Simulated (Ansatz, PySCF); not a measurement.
Gas-phase reaction in SMILES: [SiH3] (SiH3) -> [SiH2] (SiH2) + H atom (the H-Si bond at the site shown breaks; other sites are not compared here)
Geometries: B3LYP-D3(BJ)/def2-TZVP minima from Ansatz (a program for electronic structure). Unstable Hartree-Fock reference: [SiH2] (SiH2).
Geometry of the first species:
```xyz
4

Si    -0.0021     0.0010     0.0803
H      0.0008     1.4066    -0.3921
H      1.2360    -0.7020    -0.3341
H     -1.2075    -0.7183    -0.3975
```
Charge 0, spin multiplicity 2.

Wanted: bond dissociation energy (enthalpy at 298 K, with B3LYP-D3(BJ) rigid-rotor harmonic-oscillator terms from PySCF), in kcal/mol. Cores are frozen in the correlated levels unless marked. UHF or UKS for open shells. Spin-orbit coupling is left out. Non-relativistic. CBS(X,Y): correlation extrapolated as X^-3; Hartree-Fock from the larger set.

| level | program | bond dissociation energy (kcal/mol) |
|---|---|---|
| MP2/6-31G* | Ansatz | 63.9 |
| MP2/def2-SVP | Ansatz | 68.3 |
| SCS-MP2/STO-3G | Ansatz | 85.1 |
| SCS-MP2/def2-SVP | Ansatz | 67.7 |

**Question.** Estimate the value at CCSD(T)/CBS(def2-TZVPPD,def2-QZVPPD) as computed with Ansatz.

**Answer.** 69.9 kcal/mol
